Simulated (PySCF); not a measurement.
Mapped SMILES: `[CH:1]#[C:2][C@@H:3]([CH3:4])[C@@H:5]([F:6])/[CH:7]=[CH:8]/[C:9]#[N:10]`. Hydrogens are named by the atom that carries them.

GIAO PBE0/pcSseg-1 shifts (PySCF 2.14, gas phase, non-relativistic, equivalent atoms averaged), each against references optimised in the same way as the molecule (TMS, CFCl3, NH3).

On the GFN2-xTB geometry: C7 159.9, C9 121.8, C8 107.7, C5 97.5, C2 88.0, C1 80.2, C3 33.0, C4 17.1, F6 -220.6, N10 321.8, H(C7) 7.21, H(C8) 5.86, H(C5) 5.66, H(C3) 3.09, H(C1) 1.74, H(C4) 1.24 ppm.

What changes on the PBE0-D3(BJ)/def2-SVP geometry?

Answers


```
atoms  δ (ppm)  change
   C7    159.0    -0.9
   C9    121.6    -0.2
   C8    108.6    +0.9
   C5     93.7    -3.8
   C2     86.0    -2.0
   C1     79.6    -0.6
   C3     32.1    -0.9
   C4     15.0    -2.1
   F6   -214.9    +5.7
  N10    325.7    +3.9
H(C7)     7.06   -0.15
H(C8)     5.75   -0.11
H(C5)     5.25   -0.41
H(C3)     2.88   -0.21
H(C1)     2.18   +0.44
H(C4)     1.14   -0.10
```

Unscaled 19F shifts against computed CFCl3 carry errors that often reach 10 to 50 ppm.

Bonds between heavy atoms that differ most (equivalent bonds averaged): C8–C9 1.408 → 1.426 Å, C1–C2 1.196 → 1.211 Å, C9–N10 1.147 → 1.160 Å, C2–C3 1.451 → 1.460 Å, C7–C8 1.332 → 1.340 Å. Mean change of bonds to hydrogen: C–H +0.012 Å. The two structures also differ in conformation, which adds to the changes.
